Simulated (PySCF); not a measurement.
CH9ClOSi3, SMILES C[SiH2]O[Si@@H](Cl)[SiH3]. Atoms are numbered in the order given.

```xyz
15

C     -3.4280     1.1703     0.2868
Si    -1.9990     0.2649    -0.5168
O     -0.8138     0.0143     0.6651
Si     0.8156    -0.3232     0.7381
Si     2.0946     1.4007    -0.2225
Cl     1.2403    -2.0417    -0.3844
H     -3.8476     0.5771     1.1239
H     -4.2367     1.3472    -0.4518
H     -3.1006     2.1515     0.6851
H     -2.4375    -1.0662    -1.0611
H     -1.4051     1.0807    -1.6369
H      1.1440    -0.6240     2.1695
H      3.5581     1.0701    -0.1087
H      1.7290     1.5294    -1.6760
H      1.8324     2.7141     0.4667
```
Charge 0, spin multiplicity 1.

Geometry: PBE-D3(BJ)/def2-SVP. The structure was generated by enumeration; whether it is a known compound was not checked. One conformer was computed; it need not be the lowest.

Two levels are set side by side: PBE/pcSseg-1 (PySCF) and PBE0/pcSseg-1 (PySCF). GIAO shifts against H2O (¹⁷O), HCl (³⁵Cl), TMS (²⁹Si), TMS (¹H), TMS (¹³C) at the same level; non-relativistic, no solvent, atoms listed together averaged. Without spin–orbit terms, shifts of atoms bonded to Cl or Br come out too high at both levels. Differences are taken from unrounded values.

| quantity | PBE0 |
|---|---|
| δ(¹³C) of C1 (ppm) | 2.4 |
| δ(²⁹Si) of Si2 (ppm) | -9.4 |
| δ(¹⁷O) of O3 (ppm) | 73.7 |
| δ(²⁹Si) of Si4 (ppm) | 11.3 |
| δ(²⁹Si) of Si5 (ppm) | -104.0 |
| δ(³⁵Cl) of Cl6 (ppm) | 79.5 |
| δ(¹H) of H10, H11 (ppm) | 5.55 |
| δ(¹H) of H12 (ppm) | 6.36 |

Q: What does PBE give, and how far is it from PBE0? (The exact figures need the calculation; the answer reports its results.)

A: 
```tsv
quantity	PBE	PBE minus PBE0
δ(¹³C) of C1 (ppm)	2.4	0.0
δ(²⁹Si) of Si2 (ppm)	-9.5	-0.1
δ(¹⁷O) of O3 (ppm)	90.1	16.4
δ(²⁹Si) of Si4 (ppm)	11.9	0.6
δ(²⁹Si) of Si5 (ppm)	-110.0	-6.0
δ(³⁵Cl) of Cl6 (ppm)	106.3	26.9
δ(¹H) of H10, H11 (ppm)	5.77	0.22
δ(¹H) of H12 (ppm)	6.64	0.29
```

Rough cost on one machine, each run with all the roots and properties that it gave: PBE0 against PBE within a factor of 2.
